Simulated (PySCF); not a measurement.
Species: C₆H₇BFN.
Cartesian coordinates in Å at the PBE0-D3(BJ)/def2-SVP level; atoms count from 1:
```xyz
16
C6H7BFN angstrom
B      2.944   -0.196   -0.453
N      1.723   -0.774   -0.085
C      0.423   -0.249   -0.089
C      0.146    1.057   -0.515
C     -1.162    1.528   -0.499
C     -2.220    0.729   -0.066
C     -1.926   -0.561    0.352
F     -2.911   -1.353    0.772
C     -0.631   -1.060    0.348
H      3.935   -0.877   -0.352
H      2.994    0.939   -0.854
H      1.749   -1.732    0.246
H      0.957    1.699   -0.858
H     -1.365    2.548   -0.834
H     -3.251    1.085   -0.048
H     -0.458   -2.084    0.688
```

Computed with PySCF at B3LYP/def2-SVPD, non-relativistic, on one gas-phase PBE0-D3(BJ)/def2-SVP geometry that isn't relaxed in the solvent. The solvent is an IEF-PCM continuum (cavity from Bondi-type radii × 1.2), and excitations are vertical TDDFT with non-equilibrium linear response and a frozen core. The model holds no explicit solvent molecules, cavitation or dispersion.

```tsv
run	E − E(gas) (kcal/mol)	HOMO (eV)	HOMO–LUMO gap (eV)	dipole (D)	lowest singlet (eV)	static polarisability (au)
gas	0.00	-6.63	5.40	0.27	4.91	96.3
P	-4.13	-6.51	5.38	0.39	4.86	133.1
Q	-2.95	-6.53	5.38	0.34	4.84	121.6
```

Q: The runs were made in chloroform and methanol. Which run belongs to which solvent?

A: P = methanol, Q = chloroform. The dielectric constants are 4.711 (chloroform), 32.61 (methanol), and the energy falls further as ε rises. The optical constants n² used for the excitations are 2.09, 1.77 in the same order. In this model the ground state sees the solvent through ε alone.

Q: How constant is the ratio of the lowering to (ε − 1)/(2ε + 1)?

A: 
```
   solvent  (ε − 1)/(2ε + 1)  E − E(gas) (kcal/mol)  ratio (kcal/mol)  polarisation term (kcal/mol)
chloroform             0.356                  -2.95              -8.3                         -3.28
  methanol             0.477                  -4.13              -8.7                         -4.79
```

The ratio changes by +4.5 % in size from chloroform to methanol. The polarisation term is half the interaction of the solute with the induced surface charges.
